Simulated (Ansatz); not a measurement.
Steps of a relaxation of AlAsH3NS, SMILES `N[As]1[AlH][S]1` with RKS PBE-D4/def2-SVP.

```sh
$ ansatz run in.yaml --threads 2 --pin off --events-out ev --progress --plain --max-ram 4352MiB
```

```yaml
crystal:
  periodic: [false, false, false]
  atoms:
    - {symbol: N, position_ang: [-1.011300, 0.838300, 0.427200]}
    - {symbol: As, position_ang: [0.264400, 0.661300, -0.928900]}
    - {symbol: Al, position_ang: [1.136300, -1.316000, 0.193900]}
    - {symbol: S, position_ang: [-0.371300, -1.380400, -1.438200]}
    - {symbol: H, position_ang: [-1.896800, 1.282300, -0.073100]}
    - {symbol: H, position_ang: [-0.703300, 1.627100, 1.072400]}
    - {symbol: H, position_ang: [2.643100, -1.780500, 0.701100]}
basis:
  gaussian: {orbitals: def2-SVP}
hamiltonian: {xc: pbe, dispersion: d4}
relax: {f_tol: 0.03, max_steps: 200}
```

Positions (Å) and forces (eV/Å) along the path, 17 of 17 steps:

```xyz
7
step=1 energy=-79779.6591 eV
N    -1.011    0.838    0.427   -2.418    2.248    0.478
As    0.264    0.661   -0.929    1.381    1.590   -0.179
Al    1.136   -1.316    0.194    0.523    0.518   -0.910
S    -0.371   -1.380   -1.438    0.060   -2.406   -0.064
H    -1.897    1.282   -0.073    1.678   -0.972    1.230
H    -0.703    1.627    1.072   -0.258   -0.799   -0.587
H     2.643   -1.780    0.701   -0.966   -0.178    0.032
7
step=2 energy=-79780.2449 eV
N    -1.028    0.922    0.464   -1.201    0.713    0.038
As    0.242    0.691   -0.946    0.115    0.757   -0.197
Al    1.254   -1.243    0.058    0.319   -0.037   -0.220
S    -0.280   -1.510   -1.486    0.236   -0.654    0.263
H    -1.952    1.244    0.039    1.092   -0.376    0.432
H    -0.730    1.733    1.051    0.002   -0.415   -0.212
H     2.555   -1.905    0.775   -0.564    0.012   -0.104
7
step=3 energy=-79780.3627 eV
N    -1.084    0.903    0.421    0.033    1.001    0.142
As    0.183    0.733   -1.031   -0.482   -0.079    0.108
Al    1.344   -1.121   -0.024    0.113   -0.480    0.095
S    -0.241   -1.622   -1.427    0.363    0.184    0.105
H    -1.940    1.393    0.052    0.646   -0.339    0.259
H    -0.669    1.565    1.129   -0.357   -0.558   -0.523
H     2.468   -1.918    0.835   -0.316    0.271   -0.186
7
step=4 energy=-79780.4088 eV
N    -1.076    0.933    0.438   -0.043    0.095   -0.386
As    0.064    0.664   -1.090    0.021    0.233    0.317
Al    1.300   -1.143   -0.044    0.021    0.132   -0.099
S    -0.112   -1.702   -1.557   -0.217   -0.107    0.062
H    -1.904    1.483    0.147    0.122   -0.155    0.081
H    -0.586    1.495    1.151    0.026   -0.165   -0.068
H     2.374   -1.798    0.909    0.071   -0.032    0.094
7
step=5 energy=-79780.4166 eV
N    -1.099    0.906    0.397    0.409   -0.540   -0.594
As    0.107    0.698   -1.082   -0.183    0.005    0.232
Al    1.305   -1.123   -0.031    0.010   -0.068   -0.109
S    -0.197   -1.665   -1.480    0.090   -0.061    0.039
H    -1.857    1.514    0.111   -0.628    0.362   -0.205
H    -0.616    1.385    1.145    0.360    0.277    0.638
H     2.419   -1.783    0.894   -0.059    0.025    0.000
7
step=6 energy=-79780.4420 eV
N    -1.085    0.950    0.373    0.365   -0.174   -0.376
As    0.102    0.685   -1.097   -0.270    0.185    0.286
Al    1.323   -1.129   -0.064   -0.041   -0.017   -0.025
S    -0.194   -1.690   -1.478    0.030   -0.138   -0.009
H    -1.883    1.540    0.111    0.019    0.090    0.093
H    -0.599    1.331    1.193   -0.134    0.072    0.015
H     2.399   -1.755    0.917    0.031   -0.018    0.016
7
step=7 energy=-79780.4543 eV
N    -1.075    0.970    0.340   -0.192    0.323    0.209
As    0.077    0.676   -1.102    0.068    0.081    0.016
Al    1.322   -1.128   -0.064    0.013   -0.036   -0.064
S    -0.175   -1.729   -1.479   -0.016   -0.078    0.025
H    -1.861    1.603    0.132    0.073   -0.155   -0.105
H    -0.641    1.286    1.216    0.051   -0.151   -0.089
H     2.414   -1.746    0.911    0.003    0.016    0.007
7
step=8 energy=-79780.4528 eV rejected
N    -1.092    1.000    0.314    0.265    0.350    0.804
As    0.076    0.669   -1.097   -0.015    0.067    0.002
Al    1.339   -1.139   -0.085   -0.024   -0.003   -0.016
S    -0.189   -1.753   -1.456    0.002   -0.065    0.000
H    -1.842    1.680    0.117    0.176   -0.180    0.000
H    -0.665    1.189    1.249   -0.422   -0.159   -0.784
H     2.433   -1.713    0.912    0.017   -0.010   -0.006
7
step=9 energy=-79780.4566 eV
N    -1.078    0.989    0.337    0.169    0.068   -0.063
As    0.109    0.692   -1.077   -0.244   -0.057   -0.027
Al    1.345   -1.145   -0.108   -0.032   -0.090    0.115
S    -0.209   -1.749   -1.454    0.107    0.129    0.003
H    -1.857    1.615    0.105    0.000    0.012   -0.012
H    -0.664    1.250    1.237   -0.037   -0.045    0.016
H     2.415   -1.720    0.915    0.036   -0.017   -0.031
7
step=10 energy=-79780.4693 eV
N    -1.033    1.070    0.299   -0.011    0.270    0.518
As    0.101    0.679   -1.099    0.037    0.041    0.058
Al    1.323   -1.150   -0.069    0.031    0.013   -0.078
S    -0.209   -1.753   -1.436    0.006   -0.120    0.004
H    -1.867    1.631    0.097    0.092   -0.082    0.007
H    -0.713    1.178    1.277   -0.137   -0.116   -0.524
H     2.459   -1.723    0.885   -0.017   -0.007    0.015
7
step=11 energy=-79780.4735 eV
N    -1.038    1.113    0.292    0.233    0.151    0.744
As    0.098    0.667   -1.085   -0.058    0.070    0.059
Al    1.340   -1.166   -0.082    0.011    0.031   -0.018
S    -0.204   -1.785   -1.427   -0.013   -0.066    0.010
H    -1.863    1.688    0.091    0.087   -0.108   -0.007
H    -0.756    1.136    1.293   -0.246   -0.064   -0.790
H     2.484   -1.720    0.873   -0.014   -0.013    0.003
7
step=12 energy=-79780.4932 eV
N    -0.915    1.270    0.283   -1.420    0.560    0.790
As    0.107    0.693   -1.105    0.199   -0.220   -0.259
Al    1.340   -1.140   -0.097    0.017   -0.082   -0.005
S    -0.227   -1.808   -1.392   -0.001    0.122    0.054
H    -1.906    1.586    0.095    1.176   -0.398    0.117
H    -0.792    1.055    1.292    0.022   -0.020   -0.687
H     2.454   -1.724    0.879    0.007    0.038   -0.010
7
step=13 energy=-79780.5307 eV
N    -0.905    1.324    0.298   -0.466   -0.028    0.460
As    0.108    0.681   -1.106   -0.022   -0.026    0.075
Al    1.342   -1.152   -0.096    0.035    0.042    0.025
S    -0.253   -1.804   -1.365   -0.055    0.065    0.026
H    -1.880    1.618    0.080    0.579   -0.241    0.112
H    -0.833    0.962    1.271   -0.060    0.199   -0.676
H     2.481   -1.696    0.872   -0.010   -0.012   -0.021
7
step=14 energy=-79780.5357 eV
N    -0.918    1.349    0.289    0.055   -0.009    0.104
As    0.142    0.704   -1.087   -0.258    0.082   -0.067
Al    1.377   -1.101   -0.078   -0.277   -0.260   -0.125
S    -0.276   -1.761   -1.304    0.218    0.229    0.134
H    -1.903    1.527    0.056    0.113   -0.023   -0.039
H    -0.834    0.991    1.248   -0.023   -0.019   -0.125
H     2.474   -1.777    0.830    0.172   -0.001    0.117
7
step=15 energy=-79780.5499 eV
N    -0.893    1.346    0.295   -0.077   -0.007    0.256
As    0.123    0.704   -1.102    0.121   -0.026   -0.133
Al    1.345   -1.118   -0.073   -0.020   -0.036   -0.055
S    -0.296   -1.744   -1.307    0.010   -0.006    0.035
H    -1.871    1.543    0.058   -0.026    0.014    0.002
H    -0.830    0.926    1.230   -0.030    0.060   -0.124
H     2.483   -1.725    0.854    0.022    0.000    0.018
7
step=16 energy=-79780.5514 eV
N    -0.898    1.345    0.301   -0.023    0.050   -0.022
As    0.129    0.701   -1.096   -0.004    0.005    0.002
Al    1.360   -1.128   -0.083   -0.013    0.003    0.016
S    -0.302   -1.747   -1.289   -0.001   -0.014   -0.011
H    -1.866    1.579    0.050    0.039   -0.032    0.002
H    -0.864    0.908    1.226   -0.003   -0.011    0.022
H     2.503   -1.726    0.846    0.005   -0.001   -0.009
7
step=17 energy=-79780.5518 eV
N    -0.898    1.352    0.301   -0.003    0.001    0.021
As    0.131    0.703   -1.095    0.001    0.004   -0.007
Al    1.356   -1.128   -0.080   -0.005   -0.001    0.011
S    -0.302   -1.745   -1.293    0.001   -0.005   -0.001
H    -1.870    1.562    0.048    0.012   -0.008    0.003
H    -0.857    0.918    1.228   -0.008    0.007   -0.020
H     2.501   -1.729    0.846    0.002    0.000   -0.007
```

It took 36 s on 2 threads of an Arm Neoverse V1 on a shared host, with 0.15 GiB of host memory at the peak.
